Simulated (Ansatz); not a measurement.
Ansatz results at the PBE0-D4/def2-TZVP geometry: LUMO energy (ωB97M-V/def2-TZVPP) -0.62 eV; size of the dipole moment (ωB97M-V/def2-TZVPP) 1.04 D; size of the dipole moment (B3LYP/def2-TZVPP) 1.23 D.

Each molecule was computed in one conformer, which needn't be the lowest.

(1) Which molecule gave them?
A. `O[SiH2]/C=C/Cl`
B. `CS[CH2][GaH2]`
C. `B[As](N)[GaH2]`
D. `BN[SiH](O)F`

Results:

(1) C. The others give `CS[CH2][GaH2]`: 1.24, 2.07, 2.16; `O[SiH2]/C=C/Cl`: 1.36, 1.47, 1.46; `BN[SiH](O)F`: 1.52, 1.74, 1.72.

B3LYP here is the variant with VWN-RPA as its local correlation; programs differ in this.
